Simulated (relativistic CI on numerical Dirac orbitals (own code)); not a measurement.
## Hyperfine structure of Sr⁸⁺, mass number 87

Calculated at this level of theory: Dirac-Coulomb-Breit CI, KLI orbitals optimised for each configuration, QED by a radiative potential, unscaled Slater integrals (own radial code, finite nucleus).

Configuration list (outside the closed core [Ar] 3d10): 4s2, 4s.4p, 4p2, 4s.4d, 4d2, 4s.4f, 4p.4d, 4p.5s, 4s.5s, 4f2, 4p.4f, 4s.5p, 4s.5d, 4d.5s, 4d.4f, 4s.6s. Levels of other configurations are missing.

Nuclear spin I = 9/2, μ = -1.09316 μN, Q = 0.305 b (tables of Stone and Pyykkö). The electronic factors are computed for point nuclear moments, without core polarisation or the Bohr-Weisskopf and QED corrections.

| Level | E (cm⁻¹) | A (MHz) | B (MHz) |
| --- | --- | --- | --- |
| 4s.4p 3P°_1 | 145301 | -5114 | -696 |
| 4s.4p 3P°_2 | 155422 | -3475 | 1350 |
| 4s.4p 1P°_1 | 213598 | -191.1 | 1300 |
| 4p2 1D_2 | 343428 | -1135 | 1300 |
| 4p2 3P_1 | 343782 | 99.59 | 669 |
| 4p2 3P_2 | 357032 | -532.1 | -306 |
| 4s.4d 3D_1 | 438956 | 2821 | 79.4 |
| 4s.4d 3D_2 | 439716 | -1246 | 113 |

Levels with J = 0, under 50 % of one LS term, or S terms without an open s electron are left out. Small factors come from cancelling terms and can be off by tens of per cent or more.

At this charge configurations can still be misplaced by up to about 7 % of their energy.

Question: Give the hyperfine levels of 4s.4p 3P°_1 relative to its centre of gravity.

Answer: With K = F(F + 1) − I(I + 1) − J(J + 1), E = AK/2 + B[¾K(K + 1) − I(I + 1)J(J + 1)]/[2I(2I − 1)J(2J − 1)]: F = 7/2: 27810, F = 9/2: 5578, F = 11/2: -23190 MHz.

LS names give the leading component of a level, which can be under half, so a name can repeat, a term be missing and a line seem to break the LS rules.
